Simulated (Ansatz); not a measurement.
Correlation energies of C2H9NOSi, SMILES `CN[SiH2]OC` by basis set

Z-matrix (Å, degrees):
```
C
N 1 1.446
H 1 1.097 2 113.2
H 1 1.095 2 111.5 3 -122.0
H 1 1.093 2 109.3 3 119.7
Si 2 1.705 1 125.8 3 -101.3
H 2 1.008 1 113.8 3 64.7
O 6 1.647 2 117.4 1 85.9
H 6 1.490 2 105.3 1 -34.1
H 6 1.479 2 108.7 1 -157.1
C 8 1.406 6 122.5 2 -64.3
H 11 1.098 8 111.8 6 -49.6
H 11 1.096 8 111.4 6 71.8
H 11 1.092 8 108.6 6 -168.9
```

The species carries charge 0 and has multiplicity 1. Geometry: relaxed with PBE0-D4/def2-TZVP. It is one conformer, not always the lowest. Frozen core, restricted reference, the Gaussian-basis code of Ansatz. CBS rows extrapolate triple and quadruple zeta; past MP2 they add the triple-zeta difference.

```json
{"basis": "def2-TZVPP", "HF (Eh)": "-499.37747", "MP2 corr.": "-0.92651"}
{"basis": "def2-QZVPP", "HF (Eh)": "-499.39756", "MP2 corr.": "-0.99270"}
```

Question: Estimate the CCSD correlation energy and the (T) correction in each basis where they were run (hartree).

Answer: 
| basis | CCSD corr. | (T) |
| --- | --- | --- |
| def2-TZVPP | -0.97566 | -0.03567 |
| CBS(def2) | -1.09088 | as TZ |
